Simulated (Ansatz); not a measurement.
Relaxation of CH$_{8}$BGeNO (13 atoms, charge 0, multiplicity 1), to a largest force component of 0.015 eV/Å in at most 40 steps.

These are results of Ansatz 0.2.0, RKS revPBE-D4/def2-SVP, not measurements.

```xyz
13
Properties=species:S:1:pos:R:3
B -1.277 2.193 0.233
N -1.421 0.716 0.364
C -2.746 0.428 0.850
O -2.996 -0.937 0.964
Ge -4.601 -1.299 1.562
H -0.524 2.866 0.837
H -2.048 2.810 -0.488
H -1.357 0.344 -0.595
H -2.932 0.925 1.786
H -3.527 0.826 0.082
H -4.813 -0.619 2.897
H -4.808 -2.817 1.680
H -5.574 -0.736 0.530
```

Question: Where does it end, and by what steps?

Answer: The forces met the threshold. After 27 steps the energy has fallen by 1.934 eV; H7 moved furthest, 2.05 Å.

```json
{"step": "0", "energy less start (eV)": "0.0000", "largest force component (eV/Å)": "2.498", "accepted": "yes"}
{"step": "1", "energy less start (eV)": "-0.2637", "largest force component (eV/Å)": "0.712", "accepted": "yes"}
{"step": "2", "energy less start (eV)": "-0.3412", "largest force component (eV/Å)": "0.674", "accepted": "yes"}
{"step": "3", "energy less start (eV)": "-0.4667", "largest force component (eV/Å)": "0.653", "accepted": "yes"}
{"step": "4", "energy less start (eV)": "-0.6728", "largest force component (eV/Å)": "0.962", "accepted": "yes"}
{"step": "5", "energy less start (eV)": "-0.9216", "largest force component (eV/Å)": "1.117", "accepted": "yes"}
{"step": "6", "energy less start (eV)": "-1.2098", "largest force component (eV/Å)": "1.317", "accepted": "yes"}
{"step": "7", "energy less start (eV)": "-1.4763", "largest force component (eV/Å)": "0.684", "accepted": "yes"}
{"step": "8", "energy less start (eV)": "-1.6644", "largest force component (eV/Å)": "0.629", "accepted": "yes"}
{"step": "9", "energy less start (eV)": "-1.7730", "largest force component (eV/Å)": "0.666", "accepted": "yes"}
{"step": "10", "energy less start (eV)": "-1.8199", "largest force component (eV/Å)": "0.564", "accepted": "yes"}
{"step": "11", "energy less start (eV)": "-1.8573", "largest force component (eV/Å)": "0.242", "accepted": "yes"}
{"step": "12", "energy less start (eV)": "-1.9000", "largest force component (eV/Å)": "0.348", "accepted": "yes"}
{"step": "13", "energy less start (eV)": "-1.9144", "largest force component (eV/Å)": "0.258", "accepted": "yes"}
{"step": "14", "energy less start (eV)": "-1.9225", "largest force component (eV/Å)": "0.243", "accepted": "yes"}
{"step": "15", "energy less start (eV)": "-1.9263", "largest force component (eV/Å)": "0.094", "accepted": "yes"}
{"step": "16", "energy less start (eV)": "-1.9287", "largest force component (eV/Å)": "0.060", "accepted": "yes"}
{"step": "17", "energy less start (eV)": "-1.9306", "largest force component (eV/Å)": "0.101", "accepted": "yes"}
{"step": "18", "energy less start (eV)": "-1.9305", "largest force component (eV/Å)": "0.095", "accepted": "no"}
{"step": "19", "energy less start (eV)": "-1.9318", "largest force component (eV/Å)": "0.035", "accepted": "yes"}
{"step": "20", "energy less start (eV)": "-1.9324", "largest force component (eV/Å)": "0.043", "accepted": "yes"}
{"step": "21", "energy less start (eV)": "-1.9328", "largest force component (eV/Å)": "0.044", "accepted": "yes"}
{"step": "22", "energy less start (eV)": "-1.9333", "largest force component (eV/Å)": "0.042", "accepted": "yes"}
{"step": "23", "energy less start (eV)": "-1.9335", "largest force component (eV/Å)": "0.038", "accepted": "yes"}
{"step": "24", "energy less start (eV)": "-1.9333", "largest force component (eV/Å)": "0.077", "accepted": "no"}
{"step": "25", "energy less start (eV)": "-1.9337", "largest force component (eV/Å)": "0.022", "accepted": "yes"}
{"step": "26", "energy less start (eV)": "-1.9338", "largest force component (eV/Å)": "0.017", "accepted": "yes"}
{"step": "27", "energy less start (eV)": "-1.9339", "largest force component (eV/Å)": "0.009", "accepted": "yes"}
```

```xyz
13
Properties=species:S:1:pos:R:3
B -0.965 1.981 0.279
N -2.063 1.216 -0.143
C -3.180 0.787 0.665
O -3.110 -0.620 0.845
Ge -4.475 -1.460 1.700
H -0.943 2.388 1.427
H -0.081 2.228 -0.520
H -2.087 0.832 -1.093
H -3.125 1.335 1.634
H -4.142 1.069 0.163
H -4.591 -0.908 3.151
H -4.064 -2.949 1.675
H -5.798 -1.201 0.921
```

Whether the end is a true minimum wasn't checked by a vibrational analysis.

The run took 88 s on 2 threads of Arm Neoverse V1, on a shared host, peak memory 0.19 GiB.
